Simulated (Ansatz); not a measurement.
A structure relaxed at r2SCAN-D4/def2-TZVP in Ansatz, charge 0, singlet:

Cartesian coordinates in Å:
```
Mg 0.623 0.278 0.993
Mg 0.376 2.820 -0.622
Mg -1.553 -1.041 -0.560
Si 0.554 -2.057 0.189
```

Task: Give its formula.

Result: Mg₃Si.

Task: Summarise the bond lengths by kind (pairs closer than 1.2 times the sum of covalent radii, bridged metal pairs left out).

Result: 2 × Mg–Mg 2.98 to 3.02 Å; 2 × Mg–Si 2.46 to 2.47 Å.

The restricted singlet is unstable towards broken spin symmetry in Hartree–Fock (as tested in another run); at r2SCAN-D4/def2-TZVP this wasn't settled. Another isomer (triplet) lies 0.90 eV lower at PBE0-D4/def2-TZVP; other spin states weren't run for this one.
